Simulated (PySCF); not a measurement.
# Working out the excitation energy of Sn

Sn [Kr] 4d10 5s2 5p2 (3P) → Sn [Kr] 4d10 5s1 5p3 (5S). All numbers are calculated (PySCF 2.14, a scalar-relativistic core potential, in def2-TZVPPD with the def2 core potential (28 electrons)). Frozen: nothing. Energies in hartree (1 hartree = 27.21139 eV):

```json
{"part": "UHF", "Sn (lower)": "-213.339962", "Sn (upper)": "-213.231147"}
{"part": "MP2 opposite-spin", "Sn (lower)": "-0.213514", "Sn (upper)": "-0.161999"}
{"part": "MP2 same-spin", "Sn (lower)": "-0.116232", "Sn (upper)": "-0.113805"}
```

Problem. What does Hartree-Fock give?

Solution. (-213.231147) − (-213.339962) = 0.108815 hartree = 2.961 eV.

Problem. What do MP2 and SCS-MP2 (6/5 opposite-spin, 1/3 same-spin) give?

Solution. The opposite-spin parts differ by 1.402 eV and the same-spin parts by 0.066 eV. MP2: 2.961 + (1.402) + (0.066) = 4.429 eV. SCS-MP2: 2.961 + 1.2 × (1.402) + (0.066)/3 = 4.665 eV.

Measured between the centres of the two terms (NIST): 4.607 eV, so MP2 (valence and next inner shell) is off by -0.178 eV.

What remains against the reference includes basis incompleteness and correlation beyond second order.
